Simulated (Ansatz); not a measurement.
Reaction (atomization): `[CH3][SnH2][Cl]` → C• + Cl• + 5 H• + Sn•

Gas-phase electronic energies from Ansatz, PBE0-D4/def2-TZVP geometries. CBS: MP2 limit from def2 TZ/QZ plus the TZ coupled-cluster correction, frozen cores. This one scheme is used for every species, atoms too. No spin–orbit coupling; open shells (•) take unrestricted orbitals. Spin–orbit coupling would lower the free atoms: a little for C, Cl; strongly for Sn. Elements past krypton have def2 core potentials. Bonds to Sn are less sure, by a few kJ/mol each and by 10 to 20 or more in all where they break to atoms, as the def2 sets lack core-valence functions.

`[CH3][SnH2][Cl]`:

Z-matrix (Å, degrees):
```
C
Sn 1 2.127
H 1 1.091 2 110.1
H 1 1.089 2 109.2 3 -120.2
H 1 1.089 2 109.3 3 120.2
Cl 2 2.342 1 105.7 3 179.3
H 2 1.705 1 113.6 3 64.1
H 2 1.705 1 113.7 3 -65.4
```

```
          level  ΔE (eV)
CCSD/def2-TZVPP    24.32
  MP2/CBS(def2)    25.16
```

What does CCSD(T)/CBS give? (Best estimate.)

Computed: +25.28 eV. The listed levels differ from it by -0.96, -0.12 eV.

Largest T1 diagnostic among the species: 0.011.

From r2SCAN to r2SCAN0 (25 % exact exchange), in def2-TZVPP and without D4, ΔE moves by −0.23 eV: exact exchange takes away binding that semilocal exchange gives to molecules. The D4 term adds +0.25 eV with B3LYP and +0.13 eV with PBE0; it sums over pairs of atoms, weighted by their polarisabilities, and B3LYP, whose exchange is more repulsive, gets the larger term. Leaving LDA and LC-ωPBE aside and taking each functional with its dispersion term where it has one, the values, not all of them listed here, spread over 0.92 eV, from BHLYP-D4 to B97M-V. LDA lies +3.23 eV from PBE without D4, its usual overbinding.

B3LYP here is the variant with VWN-RPA as its local correlation; programs differ in this.

For atomizations the MP2-based limit and the directly extrapolated one differ by several kJ/mol either way, and by 10 to 25 for some Ge, Se and Sn compounds, so smaller differences from it don't rank the levels.
